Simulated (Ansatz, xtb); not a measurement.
**Isomers of C2H12OSi3 in order of energy**

4 gas-phase structures of C2H12OSi3, from a drawn sample of its isomers (lower ones may exist). Each was relaxed with GFN2-xTB; where two conformers were screened, the lower at r2SCAN-D4/def2-SVP is listed:

A. `CO[SiH]([SiH3])[SiH2]C`, a singlet
B. `CO[SiH](C)[SiH2][SiH3]`, a singlet
C. `CO[SiH2][SiH2][SiH2]C`, a singlet
D. `CO[Si](C)([SiH3])[SiH3]`, a singlet

Question: Make a reasoned guess at their ranking by r2SCAN-D4/def2-SVP single-point energy.

Answer: Calculated order at r2SCAN-D4/def2-SVP: B (0.000), D (0.109), C (0.151), A (0.273) eV. Less than 1 kcal/mol parts D and C, so the order within that pair means little.

Energies above the lowest of each column, in eV; the last columns are at B3LYP/def2-SVP geometries:

```tsv
structure	GFN2-xTB	HF/STO-3G	r2SCAN-D4/def2-SVP	B3LYP/def2-SVP	CCSD(T)/def2-SVP + ΔMP2/def2-TZVPP
B	0.110	0.000	0.000	0.000	0.000
D	0.133	0.095	0.109	0.112	0.113
C	0.000	0.128	0.151	0.042	0.064
A	0.060	0.204	0.273	0.184	0.187
```

CCSD(T)/def2-SVP + ΔMP2/def2-TZVPP puts B lowest; GFN2-xTB picks C. CCSD(T)/def2-SVP + ΔMP2/def2-TZVPP orders those it was run on as B (0.000), C (0.064), D (0.113), A (0.187) eV. Flexible structures stand in one conformer each, not always the lowest. Frequencies (GFN2-xTB) were run for B, C, D alone. ΔMP2 is the change of the MP2 energy from the smaller to the larger basis.

Over these structures GFN2-xTB departs from r2SCAN-D4/def2-SVP by 0.125 eV on average once a common shift is removed. A GFN2-xTB relaxation took about 0.21 s and the r2SCAN-D4/def2-SVP energy about 4.2 s on a shared host (Ansatz 0.2.0, xtb 6.7.1).
